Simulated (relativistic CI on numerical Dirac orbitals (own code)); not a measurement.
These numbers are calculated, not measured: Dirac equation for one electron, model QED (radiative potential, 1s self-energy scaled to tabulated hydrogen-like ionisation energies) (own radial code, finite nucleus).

Configuration list: 1s, 2s, 2p, 3s, 3p, 3d, 4s, 4p, 4d, 4f, 5s, 5p, 5d, 5f, 5g, 6s, 6p, 6d. Levels of other configurations are missing.

Outline of the computed level scheme of Dy LXVI. Lowest level of each configuration: 1s ²S1/2 at 0.0 eV; 2p ²P°1/2 at 47029.9 eV; 2s ²S1/2 at 47045.2 eV; 3p ²P°1/2 at 56057.5 eV; 3s ²S1/2 at 56062.0 eV; 3d ²D3/2 at 56356.7 eV; 4p ²P°1/2 at 59174.3 eV; 4s ²S1/2 at 59176.2 eV; 4d ²D3/2 at 59299.9 eV.

Some strong electric-dipole decays among the lowest 14 levels: 2p ²P°1/2 → 1s ²S1/2 (1.2e+16 s⁻¹); 2p ²P°3/2 → 1s ²S1/2 (1.1e+16 s⁻¹); 3p ²P°3/2 → 1s ²S1/2 (3.1e+15 s⁻¹); 3p ²P°1/2 → 1s ²S1/2 (3.0e+15 s⁻¹); 4p ²P°3/2 → 1s ²S1/2 (1.3e+15 s⁻¹); 3d ²D5/2 → 2p ²P°3/2 (1.2e+15 s⁻¹); 4p ²P°1/2 → 1s ²S1/2 (1.2e+15 s⁻¹); 3d ²D3/2 → 2p ²P°1/2 (1.1e+15 s⁻¹).
